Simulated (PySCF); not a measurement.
Problem. Write Cartesian coordinates for `CS/C(C)=C/C(C)=O` as optimised with GFN2-xTB.

Solution. 
```xyz
18
C6H10OS angstrom
C      2.6231    1.1774   -0.3005
S      2.3840   -0.6176   -0.1841
C      0.6499   -0.8541   -0.2022
C      0.2849   -2.2927   -0.0763
C     -0.2442    0.1467   -0.3177
C     -1.6879   -0.0540   -0.3330
C     -2.4749    1.2303   -0.5018
O     -2.2386   -1.1321   -0.2244
H      2.1496    1.6670    0.5451
H      2.2265    1.5437   -1.2426
H      3.6965    1.3345   -0.2661
H     -0.3124   -2.4462    0.8212
H     -0.3368   -2.5945   -0.9177
H      1.1775   -2.9127   -0.0340
H      0.0810    1.1711   -0.4116
H     -3.5396    1.0136   -0.5065
H     -2.1993    1.7117   -1.4380
H     -2.2481    1.9141    0.3137
```

Orientation and origin are arbitrary. Atoms count from 1 in this order. The C–C distances run from 1.347 Å (C3=C5, drawn double) to 1.516 Å (C6–C7, drawn single), a spread of 0.169 Å. The 2 C–S bonds span 1.750 Å (S2–C3, drawn single) to 1.815 Å (C1–S2, drawn single), a spread of 0.065 Å. The 8 heavy atoms lie in one plane (0.017 Å rms). Of the pairs four or more bonds apart, C4···O8 is among the closest relative to their van der Waals radii: 2.78 Å, 86 % of the sum of Bondi's values.

Bonds between heavy atoms (Å): C1–S2 1.815, S2–C3 1.750, C3–C4 1.489, C3=C5 1.347, C5–C6 1.458, C6–C7 1.516, C6=O8 1.215.

The geometry is computed with GFN2-xTB (gas phase).

Point group: near Cs, missed by 0.10 Å at most; the miss may be what the optimiser left on a soft mode. No frequency check. The numbers are those of one conformer (C1–S2–C3–C4 -179°, C3–C5–C6–C7 -179°).
